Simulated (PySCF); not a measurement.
Calculation: PBE-D3(BJ)/def2-TZVP // B3LYP-D3(BJ)/def2-SVP (PySCF 2.14.0). Isolated molecules, 0 K electronic values unless said otherwise. One relaxed conformer stands for a flexible species; it need not be the lowest. 

Reference species (SMILES): `C[CH2][Sn]([CH2]C)([CH2]C)[CH2]C` (neutral, multiplicity 1).

```yaml
HOMO: -5.87 eV
HOMO–LUMO gap: 5.61 eV
```

Changed species: `C[CH2][Sn]([SH])([SH])[SH]` (3 of 4 C2H5 replaced by SH; the reference has 0 of 4 C2H5 replaced by SH).

Task: What does the change do to the HOMO and HOMO–LUMO gap?

Result: the HOMO falls by 0.23 eV, to -6.10 eV; the HOMO–LUMO gap falls by 1.95 eV, to 3.66 eV.
